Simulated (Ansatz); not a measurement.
Process, species as SMILES: NBN -> [NH-]BN + H+
Geometries: B3LYP-D3(BJ)/def2-TZVP minima from Ansatz (a first-principles code), one conformer each, not searched for the lowest. Frequencies are from Ansatz.

Quantity: gas-phase deprotonation energy (enthalpy at 298 K, with B3LYP-D3(BJ) rigid-rotor harmonic-oscillator terms), in kJ/mol. Cores are frozen in the correlated levels unless marked. Spin-orbit coupling is left out. Non-relativistic. Anions need diffuse functions: aug- sets have them; def2-D sets add few; the other sets have none. CBS marks a two-point X^-3 extrapolation of the correlation energy; Hartree-Fock from the larger set. [CCSD(T)-MP2]/basis is that difference in the basis named.

Level to compare with: RI-MP2/CBS(aug-cc-pVTZ,aug-cc-pVQZ)+[CCSD(T)-MP2]/aug-cc-pVTZ (Ansatz), 1613.9 kJ/mol. It is a level with limits of its own, and the differences hold the functionals' basis error too.

Question: Rank these functionals by how close they come to RI-MP2/CBS(aug-cc-pVTZ,aug-cc-pVQZ)+[CCSD(T)-MP2]/aug-cc-pVTZ, closest first: BLYP/def2-TZVPD (Ansatz); r2SCANh/def2-TZVPD (Ansatz); LC-wPBE/def2-TZVPD (Ansatz); r2SCAN/def2-TZVPD (Ansatz).

Answer: r2SCAN/def2-TZVPD (meta-GGA, 1616.7 kJ/mol, difference 2.8), r2SCANh/def2-TZVPD (hybrid meta-GGA, 1621.6 kJ/mol, difference 7.7), BLYP/def2-TZVPD (GGA, 1598.7 kJ/mol, difference -15.2), LC-wPBE/def2-TZVPD (range-separated hybrid, 1636.8 kJ/mol, difference 22.9)
